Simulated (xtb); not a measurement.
CH2NO, charge +1, singlet, geometry from GFN2-xTB; GFN0-xTB with GBSA(methanol) run with xtb.

xtb was given this input:
```
$ xtb mol.xyz --gfn 0 --chrg 1 --gbsa methanol --json

# file mol.xyz
5

N     -1.10115798     0.01988059    -0.05087399
C      0.14673069    -0.00264911     0.00677902
O      1.26458833    -0.02283120     0.05842455
H     -1.63107822     0.89621965    -0.02770100
H     -1.65790664    -0.83683948    -0.12425157
```

Output, abridged:

```
   ID    Z sym.   atoms
    1    7 N      1
    2    6 C      2
    3    8 O      3
    4    1 H      4, 5

           -------------------------------------------------
          |                Calculation Setup                |
           -------------------------------------------------

           -------------------------------------------------
          |                 G F N 0 - x T B                 |
           -------------------------------------------------

      * Solvation model:               GBSA
        Solvent                        methanol
        Parameter file                 internal GFN2-xTB/GBSA
        Dielectric constant                3.2700E+01
        Reference state                gsolv [1 M gas/solution]
        Free energy shift                  3.3569E-03 Eh       2.1065E+00 kcal/mol
        Temperature                        2.9815E+02 K
        Density                            7.9200E-01 kg/L
        Solvent mass                       3.2040E+01 g/mol
        Interaction kernel             Still
        Born radius scaling (c1)           1.6087E+00
        Born radii integrator          GBOBC
        Born offset                        5.6550E-04 a0       1.0686E-03 AA
        H-bond correction              true
        Ion screening                  false
        Surface tension                    1.0000E-05 Eh       1.5569E+01 dyn/cm
        Grid points                               230 per atom

          ...................................................
          :                      SETUP                      :
          :.................................................:
          :  # basis functions                  16          :
          :  # atomic orbitals                  16          :
          :  # shells                           10          :
          :  # electrons                        16          :
          :  electronic temp.          300.0000000     K    :
          :  accuracy                    1.0000000          :
          :  -> integral cutoff          0.2500000E+02      :
          :  -> integral neglect         0.1000000E-07      :
          ...................................................

         :::::::::::::::::::::::::::::::::::::::::::::::::::::
         ::                     SUMMARY                     ::
         :::::::::::::::::::::::::::::::::::::::::::::::::::::
         :: total energy              -7.737034199661 Eh    ::
[...]
         9                         -0.2388901              -6.5005 (LUMO)
        10                         -0.1863975              -5.0721
        11                         -0.1858899              -5.0583
        12                         -0.1041555              -2.8342
        13                          0.1494842               4.0677
        14                          0.2355228               6.4089
        15                          0.2575579               7.0085
        16                          0.9722270              26.4556
      -------------------------------------------------------------
                  HL-Gap            0.1961305 Eh            5.3370 eV
             Fermi-level            0.0000000 Eh            0.0000 eV

     #   Z          covCN         q      C6AA      α(0)
     1   7 N        2.629    -1.350    72.715    12.766
     2   6 C        1.766     0.996    14.837     6.221
     3   8 O        0.856    -0.184    17.753     5.654
     4   1 H        0.859     0.769     0.146     0.599
     5   1 H        0.859     0.769     0.146     0.599

 Mol. C6AA /au·bohr⁶  :        299.935270
 Mol. C8AA /au·bohr⁸  :       6752.098537
 Mol. α(0) /au        :         25.837949

Wiberg/Mayer (AO) data.
largest (>0.10) Wiberg bond orders for each atom

 ---------------------------------------------------------------------------
     #   Z sym  total        # sym  WBO       # sym  WBO       # sym  WBO
 ---------------------------------------------------------------------------
     1   7 N    3.494 --     2 C    1.412     5 H    0.938     4 H    0.938
                             3 O    0.206
     2   6 C    3.865 --     3 O    2.437     1 N    1.412
     3   8 O    2.703 --     2 C    2.437     1 N    0.206
     4   1 H    0.976 --     1 N    0.938
     5   1 H    0.976 --     1 N    0.938
 ---------------------------------------------------------------------------

Topologies differ in total number of bonds
Writing topology from bond orders to xtbtopo.mol

 dipole moment from electron density (au)
     X       Y       Z
  -0.7325   0.0132  -0.0338  total (Debye):    1.864

           -------------------------------------------------
          | TOTAL ENERGY               -7.737034199661 Eh   |
          | GRADIENT NORM               0.110382328518 Eh/α |
          | HOMO-LUMO GAP               5.336983143107 eV   |
           -------------------------------------------------

normal termination of xtb
```
